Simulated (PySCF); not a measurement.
# Working out the excitation energy of Si

Si [Ne] 3s2 3p2 (3P) → Si [Ne] 3s1 3p2 3d1 (high-spin determinant). Calculation: PySCF 2.14, in aug-cc-pV(T+d)Z (6s5p4d2f, 55 functions); the non-relativistic Hamiltonian (point nucleus). Frozen: [Ne]. Energies in hartree (1 hartree = 27.21139 eV):

```json
{"part": "UHF", "Si (lower)": "-288.856691", "Si (upper)": "-288.481357"}
{"part": "MP2 opposite-spin", "Si (lower)": "-0.046746", "Si (upper)": "0.000000"}
{"part": "MP2 same-spin", "Si (lower)": "-0.009950", "Si (upper)": "-0.018894"}
```

What does Hartree-Fock give?

(-288.481357) − (-288.856691) = 0.375334 hartree = 10.213 eV.

What do MP2 and SCS-MP2 (6/5 opposite-spin, 1/3 same-spin) give?

The opposite-spin parts differ by 1.272 eV and the same-spin parts by -0.243 eV. MP2: 10.213 + (1.272) + (-0.243) = 11.242 eV. SCS-MP2: 10.213 + 1.2 × (1.272) + (-0.243)/3 = 11.658 eV.

One determinant mixes LS terms, so it does not stand for a single term.

The upper state lies above the first ionisation limit, but in LS coupling its spin forbids autoionisation to the ground ion.
